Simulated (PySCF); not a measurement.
## Unknown compound

An unknown has the formula C6H10ClNSi2. Its calculated NMR data are:

1H NMR (500 MHz, computed): δ 7.65 (s, 1H), 5.65 (m, 1H), 5.23 (m, 1H), 3.68 (s, 3H), 3.22 (m, 1H), 2.94 (m, 1H), 2.22 (m, 1H), 0.60 (m, 1H).

13C{1H} NMR (computed): δ 146.6 (CH), 109.8 (C), 79.3 (C), 47.6 (CH3), 5.1 (CH), 3.0 (CH).

Computational details: structure optimised with GFN2-xTB, shielding tensors at PBE0/pcSseg-1 (GIAO), in PySCF (one conformer, equivalent nuclei averaged, gas phase, non-relativistic Hamiltonian).

Shifts are taken against calculated references (same method and geometry level): 1H, 13C vs TMS.

Task: Propose a structure and justify it.

Result: 
1. Rings plus π bonds: 4 (1 ring in the answer).
2. 6 carbon signals for 6 carbons: no two carbons are equivalent.
3. Carbon types of the structure: 2 × C, 3 × CH, 1 × CH3, leaving 4 H on heteroatoms.
4. δC 146.6: C=N carbon.
5. δC 109.8, 79.3: alkyne carbon.
6. δC 47.6: methyl carbon bonded to N; pulled downfield by the heteroatom.
7. δC 5.1, 3.0: three-membered-ring carbon; carbons of three-membered rings are unusually shielded.
8. δH 5.65, 5.23: hydrogen on a silicon bonded to C, Cl.
9. δH 3.68: hydrogen on a methyl carbon bonded to N; its carbon carries N, hence the downfield position.
10. δH 3.22, 2.94: hydrogen on a silicon bonded to 2 C, in a 3-membered ring.

These data were computed for SMILES C(=N/C)/C#C[C@@H]1[SiH2][C@@H]1[SiH2]Cl.

The shifts were computed for this structure.

Shifts are as computed. Against solution values, carbons near 30 ppm lie about +3 ppm off and those near 130 ppm about +5 ppm. Of 1309 compounds with measured shifts, 239 miss one by over three times the rms of a fit or turn the order of signals round; such compounds aren't used in these exercises. No couplings were computed; multiplicities are counted from neighbouring protons, with m where these are inequivalent, close in shift, in a saturated or five-membered ring or joined by F or P, and br s for small geminal =CH2 splittings.
